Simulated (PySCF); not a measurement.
# Computed properties of Ga(Br)(OH)2 (BrGaH2O2), SMILES [Br][Ga]([OH])[OH]

Ga(Br)(OH)2 (BrGaH2O2), SMILES [OH][Ga]([OH])[Br]. Coordinates come from a B3LYP-D3(BJ)/def2-SVP optimisation. One conformer was computed; it need not be the lowest. All values are computed for the isolated molecule unless a solvent is named; none is compared with measurement here.

**Structure.** The optimised structure has Cs symmetry. All 12 harmonic modes at B3LYP-D3(BJ)/def2-SVP (PySCF) are real, so it is a minimum. With heavy atoms numbered as in [Ga:1]([Br:2])([OH:3])[OH:5], the shortest bond between them is Ga1–O3 at 1.776 Å and the longest Ga1–Br2 at 2.285 Å.

**Vibrations.** The strongest infrared lines (harmonic, unscaled, degenerate partners summed) lie at 323 cm⁻¹ (220 km/mol, H 92 %, O 8 %), 846 cm⁻¹ (123 km/mol, H 89 %, O 8 %), 739 cm⁻¹ (113 km/mol, O 74 %, Ga 24 %). The softest mode is at 130 cm⁻¹ and the zero-point energy is 17.5 kcal/mol.

**Electronic structure.** B3LYP/def2-TZVP (PySCF) places the frontier levels at -8.43 and -1.76 eV, a gap of 6.67 eV, and gives a dipole moment of 1.54 D and a mean polarisability of 52.2 bohr³. PBE/def2-TZVP (PySCF) at the same geometry gives -7.36 and -2.34 eV, so its gap is 1.65 eV narrower. An orbital gap is neither the optical nor the fundamental gap.

**Excitations.** TDDFT-PBE0/def2-SVPD (PySCF) has S1 at 5.82 eV (213 nm, f = 0.033, weak); the most intense of the 10 singlets computed lies at 7.53 eV (f = 0.26). T1 (TDA) is at 5.42 eV. TDDFT-PBE/def2-SVPD (PySCF) puts S1 at 5.08 eV. No vertical singlet excitation falls in the visible range (under 3.1 eV).

**NMR.** GIAO shifts at HF/pcSseg-1 (PySCF) (non-relativistic, atoms alike by connectivity averaged): ¹H at 2.3 ppm against TMS. Without spin–orbit terms, shifts of atoms bonded to Cl or Br come out too high.
